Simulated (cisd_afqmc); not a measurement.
Input (AFQMC/CISD/def2-SVP; cisd_afqmc is a phaseless AFQMC code with CISD trial states that reads the integrals written by Ansatz):

Ansatz 0.2 input:
```python
import cisd_afqmc

open("ham.yaml", "w").write("""\
crystal:
  periodic: [false, false, false]
  atoms:
    - {symbol: Sn, position_ang: [0.02685847, 0.53698308, 0.43759370]}
    - {symbol: H, position_ang: [-0.38601682, 1.52942010, -0.98165524]}
    - {symbol: Si, position_ang: [-0.05252133, -1.59497465, -1.16847170]}
    - {symbol: H, position_ang: [0.93531036, -1.44607529, -2.27246809]}
    - {symbol: H, position_ang: [-1.40038234, -1.72437715, -1.78759703]}
    - {symbol: H, position_ang: [0.24346400, -2.87847638, -0.47936096]}
basis:
  gaussian:
    orbitals: def2-SVP
magnetization: {spin_polarized: false}
correlation: {method: ccsd, electrons: outside_noble_gas, hamiltonian_folder: ham}
""")
rep = cisd_afqmc.ansatz("ham.yaml")
e_ccsd = rep["correlation"]["coupled_cluster"]["energy"]["hartree"]
out = cisd_afqmc.run("ham", e_ccsd, trial="CISD", walkers=100, populations=8, threads=8, dt=0.005, steps=40, early=36, settle=10, least=32,
    cut=5e-5, rank_cut=2e-4, target=0.0004, seconds=1500, seed=1, memory=17280, gpu=False)
```

Output:

```
orbitals 50, occupied [6], factors 282 of 715, rank of the doubles 99 of 264
E(HF) = -504.482730
E(CCSD) on the cut factors = -504.698980, shift to the whole factors -0.000017
Energy of the trial state on the determinant = -504.698905
  tau behind 10.8 of longer steps, mean of the populations' last blocks
   2.0  -504.70435
   4.0  -504.70479
   6.0  -504.70518
   8.0  -504.70603
blocks 383 (0 outliers left out), error by blocks joined: 1: 0.00012, 2: 0.00016, 4: 0.00021, 8: 0.00025, 16: 0.00033
E(AFQMC/CISD) = -504.70560 +/- 0.00033
```

 In a CCSD(T) run of this state the restricted determinant is unstable towards broken spin symmetry.

A triplet may lie lower; no result for it is given here.

The error still grows at the longest joins of blocks, or few joins were possible, so the printed bar may be too narrow.
